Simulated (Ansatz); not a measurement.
Which is lower?

Two relaxed structures of AlBH₃SO (charge -1), singlet (PBE0-D4/def2-TZVPD; forces vanish, vibrations not checked).

A:

B1  (-0.715, 1.356, -0.194)
Al2  (-0.010, -0.656, -0.148)
O3  (1.197, -1.181, 0.824)
S4  (-1.169, -1.954, -1.629)
H5  (-1.568, 1.790, 0.546)
H6  (-0.232, 2.225, -0.885)
H7  (-0.460, -3.047, -1.299)
(Å)

B:

```xyz
7
angstrom
B -0.7184 0.8067 -0.3798
Al 1.6317 -0.5167 1.3477
O 0.2364 -0.1944 0.1512
S -0.7614 -0.9820 -1.0799
H -1.6232 1.1070 0.3592
H -0.2438 1.6465 -1.1040
H 1.8215 -2.1316 0.9312
```

Computed with Ansatz 0.2.0 (basis: def2-TZVPPD); correlated methods freeze the cores. B3LYP uses VWN-RPA correlation.

**Question.** Which structure is lower at CCSD(T), and by how much? (To be estimated.)

**Answer.** By the calculation: A, by 1.025 eV (electronic energy, against the other). By their contacts, A is AlBH₃SO ([BH2][Al]([O])[SH]), total charge -1 and B is AlBH₃SO ([AlH][O]1[BH2][S]1), total charge -1.

All methods give the same order:

| method | E(B) − E(A) (eV) |
| --- | --- |
| PBE-D4 | 0.887 |
| r2SCAN-D4 | 1.074 |
| PBE0-D4 | 0.884 |
| B3LYP-D4 | 0.953 |
| wB97M-V | 0.917 |
| HF | 1.086 |
| MP2 | 1.233 |
| CCSD | 1.020 |
| CCSD(T) | 1.025 |

T1 diagnostic: at most 0.022. The restricted Hartree–Fock reference is unstable towards an unrestricted one at one or more of these structures.

Labels in which every atom is bracketed show which atoms are joined, not bond orders.

For scale, one of the runs: CCSD(T)/def2-TZVPPD, 227 basis functions, launched by `ansatz run in.yaml --threads 2 --pin off --events-out ev --progress --plain --max-ram 4352MiB`. The run took 88 s on 2 CPU threads of an Arm Neoverse V2 (shared host), with 3.5 GiB of host memory at its peak.
